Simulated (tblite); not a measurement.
Species: C7H13FOSi.
Atom-mapped SMILES: `[CH2:1]=[C:2]([CH3:3])/[CH:4]=[C:5](\[CH3:6])[O:7][SiH2:8][CH2:9][F:10]` (hydrogens: H11, H12 on C1; H13, H14, H15 on C3; H16 on C4; H17, H18, H19 on C6; H20, H21 on Si8; H22, H23 on C9)

Computed with GFN2-xTB (tblite), gas phase: L-BFGS steps from a force-field or distance-geometry start until the largest atomic force falls under 0.01 eV/Å.

Step 196: E = -874.8512 eV
```
atom  x, y, z in Å  |  force x, y, z in eV/Å
C1     -1.7659    2.3246   -0.0352   -0.003   0.023   0.007
C2     -1.6779    0.9951    0.0454   -0.009  -0.024  -0.003
C3     -2.8873    0.1826    0.4021    0.006  -0.015  -0.001
C4     -0.3986    0.3594   -0.2146    0.005  -0.007   0.004
C5     -0.0327   -0.9282   -0.1812    0.020   0.006  -0.023
C6     -0.8676   -2.1356    0.1299    0.013   0.005  -0.008
O7      1.2466   -1.2913   -0.4639    0.006   0.002  -0.016
Si8     2.6394   -0.5943   -0.9129   -0.009  -0.015   0.009
C9      3.2446    0.6340    0.4393    0.021   0.008  -0.013
F10     4.6224    0.7505    0.4078   -0.008   0.020  -0.006
H11    -2.6927    2.8416    0.1384   -0.025   0.014   0.022
H12    -0.9185    2.9441   -0.2723    0.022  -0.010  -0.032
H13    -3.7470    0.8336    0.5431    0.013  -0.002  -0.022
H14    -3.1187   -0.5338   -0.3830   -0.004   0.022   0.012
H15    -2.7202   -0.3645    1.3271   -0.014   0.009   0.001
H16     0.3861    1.0563   -0.4840   -0.002   0.004   0.016
H17    -1.6363   -2.2769   -0.6266   -0.021  -0.013   0.027
H18    -0.2162   -3.0058    0.1267   -0.007  -0.016   0.005
H19    -1.3400   -2.0544    1.1047   -0.006  -0.010  -0.012
H20     3.4935   -1.7713   -0.9494   -0.004   0.020  -0.001
H21     2.5299    0.1234   -2.1851   -0.002   0.010   0.024
H22     2.9943    0.2855    1.4464    0.000   0.010   0.003
H23     2.8578    1.6526    0.3257    0.008  -0.041   0.006
```

Step 197: E = -874.8516 eV
```
atom  x, y, z in Å  |  force x, y, z in eV/Å
C1     -1.7697    2.3234   -0.0441   -0.004   0.017   0.010
C2     -1.6794    0.9945    0.0453   -0.016  -0.008  -0.006
C3     -2.8881    0.1825    0.4065    0.007  -0.008   0.005
C4     -0.3990    0.3600   -0.2105    0.006  -0.008   0.005
C5     -0.0336   -0.9275   -0.1791    0.034  -0.007  -0.022
C6     -0.8703   -2.1351    0.1252    0.006  -0.003  -0.008
O7      1.2471   -1.2903   -0.4570    0.015   0.002  -0.019
Si8     2.6399   -0.5952   -0.9091   -0.005  -0.005   0.021
C9      3.2507    0.6324    0.4417    0.023   0.010   0.000
F10     4.6270    0.7632    0.3932   -0.015   0.017  -0.011
H11    -2.6972    2.8404    0.1244   -0.035   0.013   0.027
H12    -0.9239    2.9437   -0.2838    0.031  -0.014  -0.036
H13    -3.7461    0.8352    0.5504    0.011  -0.007  -0.026
H14    -3.1231   -0.5336   -0.3779   -0.004   0.024   0.019
H15    -2.7190   -0.3638    1.3319   -0.011   0.010  -0.010
H16     0.3868    1.0569   -0.4758   -0.001   0.011   0.015
H17    -1.6423   -2.2675   -0.6295   -0.020  -0.015   0.028
H18    -0.2219   -3.0081    0.1117   -0.015   0.000   0.013
H19    -1.3395   -2.0591    1.1023    0.002  -0.019  -0.019
H20     3.4967   -1.7702   -0.9460   -0.011   0.013  -0.002
H21     2.5291    0.1221   -2.1810   -0.004   0.012   0.019
H22     3.0182    0.2751    1.4505   -0.003   0.020  -0.012
H23     2.8526    1.6482    0.3391    0.009  -0.053   0.010
```

**Question.** Estimate the geometry and energy of step 198. (The exact step hangs on the optimiser's Hessian estimate; all steps are aligned on step 197, rigid shifts and turns removed.)

**Answer.** E = -874.8522 eV, largest force 0.055 eV/Å
```
atom  x, y, z in Å  |  force x, y, z in eV/Å
C1     -1.7733    2.3209   -0.0539    0.003   0.033   0.011
C2     -1.6817    0.9928    0.0444   -0.023  -0.013  -0.005
C3     -2.8902    0.1825    0.4109    0.009   0.004   0.011
C4     -0.4004    0.3599   -0.2087    0.011  -0.016   0.003
C5     -0.0350   -0.9273   -0.1788    0.042  -0.021  -0.016
C6     -0.8724   -2.1347    0.1222   -0.005  -0.008  -0.001
O7      1.2465   -1.2896   -0.4533    0.034   0.001  -0.022
Si8     2.6396   -0.5948   -0.9053    0.013   0.012   0.030
C9      3.2585    0.6295    0.4454    0.004  -0.013  -0.006
F10     4.6315    0.7730    0.3813    0.032   0.012  -0.027
H11    -2.7007    2.8381    0.1130   -0.045   0.018   0.027
H12    -0.9287    2.9407   -0.2995    0.028  -0.018  -0.033
H13    -3.7455    0.8386    0.5557    0.004  -0.011  -0.027
H14    -3.1294   -0.5333   -0.3727   -0.002   0.022   0.027
H15    -2.7218   -0.3622    1.3379   -0.002   0.011  -0.028
H16     0.3862    1.0564   -0.4711    0.001   0.023   0.012
H17    -1.6493   -2.2604   -0.6279   -0.031  -0.013   0.012
H18    -0.2274   -3.0099    0.0986   -0.013   0.004   0.025
H19    -1.3370   -2.0617    1.1019    0.011  -0.029  -0.018
H20     3.5016   -1.7658   -0.9477   -0.024   0.004  -0.001
H21     2.5284    0.1284   -2.1733   -0.010   0.011   0.009
H22     3.0437    0.2643    1.4544   -0.023   0.010   0.013
H23     2.8518    1.6418    0.3549   -0.015  -0.022   0.006
```

The energy changes by -0.0006 eV. The first-order estimate −F·Δx gives -0.0010 eV and the mean of the old and new forces, exact on a quadratic surface, -0.0006 eV. The step makes an angle of 82° with the force vector and moves no atom by more than 0.028 Å.

What follows is the cost of the whole relaxation. Hardware: an Arm Neoverse V2 with one thread, no GPU (shared host). Cost: 2.0 s of wall time.
